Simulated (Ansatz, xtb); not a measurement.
Relative energy of two isomers of AlFH6OSi2

Structure a is `[F][Al]([SiH3])[O][SiH3]`, a singlet and structure b is `[F][AlH][O][SiH2][SiH3]`, a singlet. Both are isolated molecules in the gas phase, relaxed with PBE0-D3(BJ)/def2-SVP; the shapes shown needn't be the lowest conformers.

a (Å):

```
atom    x (Å)    y (Å)    z (Å)
  Al   0.9040  -1.1335  -1.3244
   F   0.3317  -1.5940  -2.8190
   O   1.7381  -2.2877  -0.4171
  Si   0.5031   1.1220  -0.5267
  Si   2.4995  -3.5956   0.2424
   H  -0.9360   1.2826  -0.1460
   H   0.8136   2.1244  -1.5927
   H   1.3439   1.4184   0.6736
   H   1.6106  -4.7952   0.1916
   H   2.8434  -3.3119   1.6680
   H   3.7575  -3.8905  -0.5075
```

b (Å):

```yaml
atoms:
  - { symbol: Al, position_ang: [2.0255, 0.2560, -1.5927] }
  - { symbol: F, position_ang: [1.2573, 1.7240, -1.7297] }
  - { symbol: O, position_ang: [2.4676, -0.2427, -0.0405] }
  - { symbol: Si, position_ang: [2.5470, -0.0081, 1.6029] }
  - { symbol: Si, position_ang: [1.5726, 2.0530, 2.1736] }
  - { symbol: H, position_ang: [2.3113, -0.6018, -2.8683] }
  - { symbol: H, position_ang: [3.9779, -0.0362, 2.0389] }
  - { symbol: H, position_ang: [1.8313, -1.1229, 2.2979] }
  - { symbol: H, position_ang: [0.1370, 2.0791, 1.7554] }
  - { symbol: H, position_ang: [2.2945, 3.1714, 1.4920] }
  - { symbol: H, position_ang: [1.6466, 2.2640, 3.6539] }
```

**Question.** Estimate which is lower in electronic energy at CCSD(T)/def2-SVP + ΔMP2/def2-TZVPP, and by roughly how much.

**Answer.** The CCSD(T)/def2-SVP + ΔMP2/def2-TZVPP calculation puts structure a lower, by 16.5 kJ/mol.

The same difference at several levels:

| level | geometry | E(b) − E(a) (kJ/mol) | departure from the last row (kJ/mol) | job, with rough time for the two |
| --- | --- | --- | --- | --- |
| PBE0-D3(BJ)/def2-SVP | PBE0-D3(BJ)/def2-SVP | +15.1 | −1.5 | optimisation, 2.6 min |
| HF/def2-SVP | PBE0-D3(BJ)/def2-SVP | +22.2 | +5.7 | part of the CCSD(T) run |
| MP2/def2-SVP | PBE0-D3(BJ)/def2-SVP | +16.8 | +0.3 | part of the CCSD(T) run |
| CCSD(T)/def2-SVP | PBE0-D3(BJ)/def2-SVP | +18.3 | +1.8 | single point |
| CCSD(T)/def2-SVP + ΔMP2/def2-TZVPP | PBE0-D3(BJ)/def2-SVP | +16.5 |  | single point, 18 s |

As drawn, b has 1 Si–Si, 1 Al–H in place of 1 Al–Si, 1 Si–H.

None of the levels shown reverses the order. The largest departure from CCSD(T)/def2-SVP + ΔMP2/def2-TZVPP is that of HF/def2-SVP, 5.7 kJ/mol. A small imaginary or near-zero mode remains, so no thermal terms are given. Levels run at GFN2-xTB geometries aren't shown. The last row adds to CCSD(T) the change of the MP2 difference between the two basis sets, here −1.8 kJ/mol.

The correlated steps freeze 17 core orbitals. Codes used: Ansatz 0.2.0; the last row on 2 threads of Intel(R) Xeon(R) 6975P-C (Granite Rapids) on a shared host.
